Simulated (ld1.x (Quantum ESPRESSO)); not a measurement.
What the settings do to the TM potential of Au

Base potential:

ld1.x (Quantum ESPRESSO) 7.5 input, shortened:

```
&input
   title='Au', zed=79., rel=1, dft='PZ', iswitch=3,
   config='[Xe] 4f14 5d10 6s1 6p0'
 /
 &inputp
   pseudotype=2, tm=.true., lloc=0,
   nlcc=.false.
 /
3
5P  2  1   6.00   0.00  0.95  0.95  0.0
5D  3  2  10.00   0.00  1.50  1.50  0.0
6S  1  0   1.00   0.00  1.85  1.85  0.0
 &test
   configts(1)='5p6 5d10 6s1 6p0'
 /
```

All-electron outer shells of the reference configuration (LDA (PZ), scalar-relativistic, ld1.x):

```csv
shell,level (eV),outermost node (bohr),outermost maximum (bohr)
5s,-108.78,0.48,0.84
4f,-81.59,–,0.37
5p,-60.06,0.52,0.96
5d,-7.12,0.56,1.21
6s,-6.09,1.11,2.32
6p,-0.89,1.32,3.51
```

Cutoffs, loose and tight: the cutoffs (Ry, on a coarse ladder) from which the occupation-weighted sum of valence levels, in a spherical-Bessel basis at the reference potential, stays within 10 and 1 mRy of its value at 400 Ry. They do not see the model core or the augmentation charge, which bear on the density cutoff. Test errors are all-electron minus pseudo excitation energies from the reference, over the configurations 5p6 5d10 6s0 6p0; 5p6 5d9 6s0 6p0; 5p6 5d8 6s0 6p0; 5p6 5d10 6s0.5 6p0; 5p6 5d9 6s1 6p1; 5p5 5d10 6s1 6p0; 5p6 5d10 6s0 6p1 (two spin-polarised tests are not counted in the largest error). A dash means not determined; rows that change the core or the reference have their own tests.

```csv
change,outcome,"cutoff, loose","cutoff, tight",bound ghosts,largest test error (meV)
base,generated,160 Ry,260 Ry,none,-585
wave 5d (bound): rc 1.50 bohr becomes 5d (bound): rc 1.24 bohr,generated,160 Ry,260 Ry,none,-585
wave 5d (bound): rc 1.50 bohr becomes 5d (bound): rc 1.42 bohr,generated,160 Ry,260 Ry,none,-585
wave 5d (bound): rc 1.50 bohr becomes 5d (bound): rc 1.62 bohr,generated,160 Ry,260 Ry,none,-585
wave 5d (bound): rc 1.50 bohr becomes 5d (bound): rc 1.76 bohr,generated,160 Ry,260 Ry,none,-585
wave 5d (bound): rc 1.50 bohr becomes 5d (bound): rc 2.06 bohr,generated,160 Ry,260 Ry,none,-584
wave 5d (bound): rc 1.50 bohr becomes 5d (bound): rc 2.20 bohr,generated,160 Ry,260 Ry,none,-583
```

Q: What comes out with this change to the base: wave 5d (bound): rc 1.50 bohr becomes 5d (bound): rc 1.06 bohr?

A: outcome: generated; cutoff, loose: 200 Ry; cutoff, tight: 300 Ry; bound ghosts: none; largest test error (meV): -583.

Reading the sweep of the d radius (base included, trends over the rows without a ghost): The loose cutoff stays near 160 Ry. The median size of the test errors (rows with all tests solved) stays near 159.5 meV.
